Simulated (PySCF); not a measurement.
## Stationary points of GaH₂

Level of theory: PySCF, PBE0, basis Ga def2-TZVP, H def2-TZVP (no relativity, density fitting).

Relaxations began from a few typed shapes; open shells are unrestricted. The search is not exhaustive: other isomers or separated fragments can lie lower, and high-lying points may rest on an excited occupation.

```tsv
spin	group	bonds	angles	imaginary modes (cm⁻¹)	ΔE (kJ/mol)	ΔE with ZPE (kJ/mol)
doublet	C2v	Ga–H 1.593 Å (×2)	H–Ga–H 120.5°	none	0.0	0.0
doublet	D∞h	Ga–H 1.524 Å (×2)	H–Ga–H 180.0°	1140i, 1097i	72.9	–
```

The lowest minimum found is the doublet C2v: Ga–H 1.593 Å (×2); H–Ga–H 120.5°.

The electron or spin density has lower symmetry than the nuclear frame for the doublet D∞h at 72.9 kJ/mol.
